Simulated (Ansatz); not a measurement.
## Molecular dynamics of BFGeH₄

Input file:

```yaml
crystal:
  periodic: [false, false, false]
  atoms:
    - { symbol: B, position_ang: [-0.960416, 0.263562, -0.752141] }
    - { symbol: Ge, position_ang: [0.631786, -0.106692, 0.448873] }
    - { symbol: F, position_ang: [0.801092, -1.78503, 0.915532] }
    - { symbol: H, position_ang: [-1.705521, -0.588338, -1.139894] }
    - { symbol: H, position_ang: [-0.946664, 1.464243, -0.821504] }
    - { symbol: H, position_ang: [0.591901, 0.745197, 1.705646] }
    - { symbol: H, position_ang: [1.937432, 0.293472, -0.223198] }
basis:
  gaussian: { orbitals: def2-SVP }
hamiltonian:
  xc: pbe0
md:
  timestep: 0.5
  n_steps: 100
  ensemble: nve
  temperature: 400.0
  initial_velocities: maxwell_boltzmann
  seed: 216
scf:
  lower_state_search: "off"
```

Run as:

```bash
$ ansatz run input.yaml --threads 1 --pin off --max-ram 2048MiB --backend cpu --events-out ev --progress --plain --runs-dir out
```

It goes on from the last frame of an earlier run, with new velocities.

Output, in part (one step line in 2, the closing report, with atoms numbered from 0):

```
md step     0: t =     0.00 fs  T =   400.0 K  F+E_penalty+E_count = -59955.32738929 eV  E_kin = 0.258520 eV  conserved = -59955.06886930 eV  (12 SCF iters)
md step     2: t =     1.00 fs  T =   398.2 K  F+E_penalty+E_count = -59955.32618080 eV  E_kin = 0.257368 eV  conserved = -59955.06881322 eV  (21 SCF iters)
md step     4: t =     2.00 fs  T =   387.5 K  F+E_penalty+E_count = -59955.31913106 eV  E_kin = 0.250451 eV  conserved = -59955.06867966 eV  (21 SCF iters)
md step     6: t =     3.00 fs  T =   379.7 K  F+E_penalty+E_count = -59955.31401547 eV  E_kin = 0.245430 eV  conserved = -59955.06858544 eV  (21 SCF iters)
md step     8: t =     4.00 fs  T =   384.0 K  F+E_penalty+E_count = -59955.31674725 eV  E_kin = 0.248166 eV  conserved = -59955.06858168 eV  (14 SCF iters)
md step    10: t =     5.00 fs  T =   400.7 K  F+E_penalty+E_count = -59955.32764146 eV  E_kin = 0.258961 eV  conserved = -59955.06868053 eV  (15 SCF iters)
md step    12: t =     6.00 fs  T =   420.4 K  F+E_penalty+E_count = -59955.34055991 eV  E_kin = 0.271713 eV  conserved = -59955.06884693 eV  (15 SCF iters)
md step    14: t =     7.00 fs  T =   427.8 K  F+E_penalty+E_count = -59955.34543134 eV  E_kin = 0.276464 eV  conserved = -59955.06896689 eV  (21 SCF iters)
md step    16: t =     8.00 fs  T =   412.2 K  F+E_penalty+E_count = -59955.33533281 eV  E_kin = 0.266435 eV  conserved = -59955.06889756 eV  (21 SCF iters)
md step    18: t =     9.00 fs  T =   380.3 K  F+E_penalty+E_count = -59955.31446974 eV  E_kin = 0.245820 eV  conserved = -59955.06865000 eV  (15 SCF iters)
md step    20: t =    10.00 fs  T =   353.3 K  F+E_penalty+E_count = -59955.29681557 eV  E_kin = 0.228338 eV  conserved = -59955.06847757 eV  (15 SCF iters)
md step    22: t =    11.00 fs  T =   345.7 K  F+E_penalty+E_count = -59955.29200110 eV  E_kin = 0.223429 eV  conserved = -59955.06857192 eV  (21 SCF iters)
md step    24: t =    12.00 fs  T =   350.1 K  F+E_penalty+E_count = -59955.29503566 eV  E_kin = 0.226254 eV  conserved = -59955.06878204 eV  (21 SCF iters)
md step    26: t =    13.00 fs  T =   348.9 K  F+E_penalty+E_count = -59955.29432341 eV  E_kin = 0.225471 eV  conserved = -59955.06885226 eV  (21 SCF iters)
md step    28: t =    14.00 fs  T =   336.1 K  F+E_penalty+E_count = -59955.28595716 eV  E_kin = 0.217228 eV  conserved = -59955.06872920 eV  (21 SCF iters)
md step    30: t =    15.00 fs  T =   322.9 K  F+E_penalty+E_count = -59955.27724115 eV  E_kin = 0.208698 eV  conserved = -59955.06854310 eV  (15 SCF iters)
md step    32: t =    16.00 fs  T =   326.5 K  F+E_penalty+E_count = -59955.27944041 eV  E_kin = 0.210992 eV  conserved = -59955.06844876 eV  (15 SCF iters)
md step    34: t =    17.00 fs  T =   355.6 K  F+E_penalty+E_count = -59955.29837776 eV  E_kin = 0.229848 eV  conserved = -59955.06852945 eV  (15 SCF iters)
md step    36: t =    18.00 fs  T =   402.9 K  F+E_penalty+E_count = -59955.32914576 eV  E_kin = 0.260379 eV  conserved = -59955.06876686 eV  (21 SCF iters)
md step    38: t =    19.00 fs  T =   445.9 K  F+E_penalty+E_count = -59955.35722712 eV  E_kin = 0.288180 eV  conserved = -59955.06904719 eV  (21 SCF iters)
md step    40: t =    20.00 fs  T =   458.8 K  F+E_penalty+E_count = -59955.36569941 eV  E_kin = 0.296507 eV  conserved = -59955.06919264 eV  (21 SCF iters)
md step    42: t =    21.00 fs  T =   428.7 K  F+E_penalty+E_count = -59955.34614420 eV  E_kin = 0.277084 eV  conserved = -59955.06906005 eV  (21 SCF iters)
md step    44: t =    22.00 fs  T =   368.1 K  F+E_penalty+E_count = -59955.30660968 eV  E_kin = 0.237884 eV  conserved = -59955.06872585 eV  (21 SCF iters)
md step    46: t =    23.00 fs  T =   306.3 K  F+E_penalty+E_count = -59955.26646159 eV  E_kin = 0.197962 eV  conserved = -59955.06849954 eV  (14 SCF iters)
md step    48: t =    24.00 fs  T =   263.5 K  F+E_penalty+E_count = -59955.23887910 eV  E_kin = 0.170324 eV  conserved = -59955.06855482 eV  (14 SCF iters)
md step    50: t =    25.00 fs  T =   235.9 K  F+E_penalty+E_count = -59955.22119075 eV  E_kin = 0.152482 eV  conserved = -59955.06870848 eV  (16 SCF iters)
md step    52: t =    26.00 fs  T =   210.1 K  F+E_penalty+E_count = -59955.20451273 eV  E_kin = 0.135775 eV  conserved = -59955.06873743 eV  (16 SCF iters)
md step    54: t =    27.00 fs  T =   182.5 K  F+E_penalty+E_count = -59955.18659777 eV  E_kin = 0.117966 eV  conserved = -59955.06863157 eV  (16 SCF iters)
md step    56: t =    28.00 fs  T =   162.4 K  F+E_penalty+E_count = -59955.17342440 eV  E_kin = 0.104935 eV  conserved = -59955.06848907 eV  (15 SCF iters)
md step    58: t =    29.00 fs  T =   162.9 K  F+E_penalty+E_count = -59955.17368574 eV  E_kin = 0.105295 eV  conserved = -59955.06839115 eV  (16 SCF iters)
md step    60: t =    30.00 fs  T =   193.5 K  F+E_penalty+E_count = -59955.19347663 eV  E_kin = 0.125085 eV  conserved = -59955.06839116 eV  (14 SCF iters)
md step    62: t =    31.00 fs  T =   254.0 K  F+E_penalty+E_count = -59955.23270778 eV  E_kin = 0.164190 eV  conserved = -59955.06851782 eV  (15 SCF iters)
md step    64: t =    32.00 fs  T =   332.4 K  F+E_penalty+E_count = -59955.28358437 eV  E_kin = 0.214853 eV  conserved = -59955.06873107 eV  (15 SCF iters)
md step    66: t =    33.00 fs  T =   409.2 K  F+E_penalty+E_count = -59955.33336830 eV  E_kin = 0.264461 eV  conserved = -59955.06890726 eV  (21 SCF iters)
md step    68: t =    34.00 fs  T =   468.3 K  F+E_penalty+E_count = -59955.37160389 eV  E_kin = 0.302656 eV  conserved = -59955.06894756 eV  (21 SCF iters)
md step    70: t =    35.00 fs  T =   505.0 K  F+E_penalty+E_count = -59955.39533098 eV  E_kin = 0.326409 eV  conserved = -59955.06892229 eV  (21 SCF iters)
md step    72: t =    36.00 fs  T =   520.4 K  F+E_penalty+E_count = -59955.40528099 eV  E_kin = 0.336318 eV  conserved = -59955.06896328 eV  (20 SCF iters)
md step    74: t =    37.00 fs  T =   510.4 K  F+E_penalty+E_count = -59955.39892477 eV  E_kin = 0.329889 eV  conserved = -59955.06903564 eV  (20 SCF iters)
md step    76: t =    38.00 fs  T =   469.4 K  F+E_penalty+E_count = -59955.37239416 eV  E_kin = 0.303399 eV  conserved = -59955.06899502 eV  (20 SCF iters)
md step    78: t =    39.00 fs  T =   401.4 K  F+E_penalty+E_count = -59955.32827124 eV  E_kin = 0.259455 eV  conserved = -59955.06881628 eV  (20 SCF iters)
md step    80: t =    40.00 fs  T =   323.0 K  F+E_penalty+E_count = -59955.27732933 eV  E_kin = 0.208730 eV  conserved = -59955.06859897 eV  (14 SCF iters)
md step    82: t =    41.00 fs  T =   254.5 K  F+E_penalty+E_count = -59955.23294356 eV  E_kin = 0.164495 eV  conserved = -59955.06844810 eV  (14 SCF iters)
md step    84: t =    42.00 fs  T =   210.7 K  F+E_penalty+E_count = -59955.20458328 eV  E_kin = 0.136166 eV  conserved = -59955.06841735 eV  (14 SCF iters)
md step    86: t =    43.00 fs  T =   194.7 K  F+E_penalty+E_count = -59955.19434290 eV  E_kin = 0.125844 eV  conserved = -59955.06849899 eV  (14 SCF iters)
md step    88: t =    44.00 fs  T =   199.3 K  F+E_penalty+E_count = -59955.19744043 eV  E_kin = 0.128817 eV  conserved = -59955.06862312 eV  (14 SCF iters)
md step    90: t =    45.00 fs  T =   213.5 K  F+E_penalty+E_count = -59955.20669407 eV  E_kin = 0.138016 eV  conserved = -59955.06867775 eV  (14 SCF iters)
md step    92: t =    46.00 fs  T =   232.9 K  F+E_penalty+E_count = -59955.21910942 eV  E_kin = 0.150506 eV  conserved = -59955.06860296 eV  (14 SCF iters)
md step    94: t =    47.00 fs  T =   263.6 K  F+E_penalty+E_count = -59955.23889010 eV  E_kin = 0.170386 eV  conserved = -59955.06850410 eV  (14 SCF iters)
md step    96: t =    48.00 fs  T =   313.3 K  F+E_penalty+E_count = -59955.27103660 eV  E_kin = 0.202454 eV  conserved = -59955.06858293 eV  (14 SCF iters)
md step    98: t =    49.00 fs  T =   373.6 K  F+E_penalty+E_count = -59955.31034068 eV  E_kin = 0.241482 eV  conserved = -59955.06885853 eV  (21 SCF iters)
md step   100: t =    50.00 fs  T =   420.1 K  F+E_penalty+E_count = -59955.34061864 eV  E_kin = 0.271510 eV  conserved = -59955.06910897 eV  (21 SCF iters)
Total energy: -59955.34064348 eV, -2203.3181294585 hartree
Atom 0 at    -0.930958     0.245340    -0.731278 Å, force    -0.206319     0.713812    -0.204939 eV/Å
Atom 1 at     0.621609    -0.103764     0.450114 Å, force     1.171008    -0.435447     0.777951 eV/Å
Atom 2 at     0.829805    -1.787022     0.886416 Å, force    -0.181478    -0.152176     0.068462 eV/Å
Atom 3 at    -2.012387    -0.223626    -0.622230 Å, force    -0.352779    -0.397536    -0.110646 eV/Å
Atom 4 at    -0.753278     1.208706    -1.423331 Å, force    -0.190330     0.116846    -0.308567 eV/Å
Atom 5 at     0.477455     0.666796     1.774093 Å, force    -0.317557     0.098844     0.182989 eV/Å
Atom 6 at     2.041545     0.284670     0.028102 Å, force     0.077454     0.055658    -0.405251 eV/Å
Dipole moment:    -0.199810     0.404316    -0.241845 e Å
```

The run went to its last step. The conserved energy stayed within 0.071 meV per atom of its start (net change -0.034 meV per atom), so the integration is sound. A run of 0.05 ps of so small a system gives no equilibrium averages.

The same pairs are bonded in the first frame and the last. Pairs count as bonded within 1.25 times the sum of covalent radii (0.12 Å more for H–H).

Last frame:

```xyz
7
Properties=species:S:1:pos:R:3
B -0.931 0.245 -0.731
Ge 0.622 -0.104 0.450
F 0.830 -1.787 0.886
H -2.012 -0.224 -0.622
H -0.753 1.209 -1.423
H 0.477 0.667 1.774
H 2.042 0.285 0.028
```

The run took 3.4 min on 1 thread of Arm Neoverse V1, on a shared host, peak memory 0.14 GiB.
